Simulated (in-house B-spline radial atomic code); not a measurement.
How numerical settings move a run on S II (S+), [Ne] 3s2 3p3. Computed with a B-spline radial code for spherical atoms: Dirac-Kohn-Sham PBE, spherical fractional occupations, Fermi nucleus of rms radius 3.2611 fm.

Command:
```bash
python run_scf.py task.json out
```
Settings of the sound reference run:
```
Z                16
electrons        15
configuration    [Ne] 3s2 3p3
hamiltonian      dirac
method           pbe,pbe
spin_polarised   False
nucleus          fermi
rms_radius       3.2611
mass_number      32
atomic_mass      31.97207
speed_of_light   137.036
knot_spacing     0.22
spline_order     8
gauss_points     12
box_radius       35.29
max_iterations   70
damping          0.5
damped_steps     3
diis_vectors     10
tolerance        1e-08
start            Thomas-Fermi
```

Cost of the run: 1.4 s on 1 thread of Arm Neoverse N1 (shared host).

It converges in 9 iterations to -398.613999 hartree, with 3p3/2 at -16.762 eV. The other runs change the listed settings, some to values that make no sense; their results aren't properties of the atom or ion. Radii are in bohr (the nuclear one in fm), a minus after a letter asks for a j subshell, and «unchanged» means within 1e-8 hartree. The run stops when the residual is below 10 × tolerance × max(1, Z/10), or a noise floor if that is larger, and the energy moves by less than 1e-8 × √|E| hartree; so very loose and very tight tolerances often act alike.

| changed settings | outcome |
| --- | --- |
| knot_spacing = 0.4 | converged in 9 iterations, energy +5.57e-05 hartree from the reference, 3p3/2 level -5.9e-04 eV |
| knot_spacing = 0.75 | converged in 8 iterations, energy +1.87e-01 hartree from the reference, 3p3/2 level -1.5e-02 eV |
| knot_spacing = 0.1 | converged in 10 iterations, energy -2.55e-06 hartree from the reference, 3p3/2 level -2.3e-05 eV |
| knot_spacing = 0.55 | converged in 9 iterations, energy +1.56e-03 hartree from the reference, 3p3/2 level -1.1e-03 eV |
| box_radius = 3.53, max_iterations = 60, damped_steps = 8 | converged in 12 iterations, energy +2.55e-01 hartree from the reference, 3p3/2 level +4.5e+00 eV (the program warns: 3p3/2 reaches the box edge; 3s1/2 reaches the box edge) |
| knot_spacing = 1 | converged in 8 iterations, energy +1.16e+00 hartree from the reference, 3p3/2 level -2.0e-01 eV (the program warns: 2s1/2 reaches the box edge) |
| max_iterations = 8 | not converged after 8 iterations, last residual 6.4e-07, last energy -2.00e-11 hartree from the reference |
| knot_spacing = 1, box_radius = 1.41, max_iterations = 3, damping = 0.2 | not converged after 3 iterations, last residual 5.2e-03, last energy +2.17e+01 hartree from the reference |
| max_iterations = 3 | not converged after 3 iterations, last residual 2.7e-02, last energy +3.01e-02 hartree from the reference |
| start = bare nucleus | converged in 9 iterations, energy unchanged, 3p3/2 level +1.6e-06 eV |
| knot_spacing = 1.4 | converged in 8 iterations, energy +4.35e+00 hartree from the reference, 3p3/2 level -1.2e+00 eV (the program warns: 3p3/2 reaches the box edge; 2s1/2 reaches the box edge) |
| gauss_points = 8, box_radius = 2.12, max_iterations = 60, diis_vectors = 20 | converged in 8 iterations, energy +4.15e+00 hartree from the reference, 3p3/2 level +3.9e+01 eV (the program warns: 3p3/2 has a positive eigenvalue: unbound, held by the box; 3s1/2 has a positive eigenvalue: unbound, held by the box) |
| electrons = 18, configuration = [Ne] 3s2 3p3 4s3, max_iterations = 60 | stopped with error: shell 4s holds at most 2 electrons |
| spline_order = 6, max_iterations = 50, damping = 0.95, damped_steps = 1 | converged in 8 iterations, energy -1.37e-06 hartree from the reference, 3p3/2 level -1.6e-05 eV |
| knot_spacing = 0.1, spline_order = 4, max_iterations = 12, damped_steps = 30 | not converged after 12 iterations, last residual 1.7e-05, last energy -1.76e-06 hartree from the reference |

Problem. What happens with electrons = 16, configuration = [Ne] 3s2 3p3 4s-1, max_iterations = 60?

Solution. Stopped with error: j subshells need the Dirac Hamiltonian and l > 0.

Problem. What happens with max_iterations = 12?

Solution. Converged in 9 iterations, energy unchanged.

Problem. What happens with method = hf, speed_of_light = 17.60913?

Solution. Converged in 10 iterations to -526.4161 hartree, a different physical problem.

Problem. What happens with max_iterations = 5?

Solution. Not converged after 5 iterations, last residual 3.2e-03, last energy +5.29e-04 hartree from the reference.
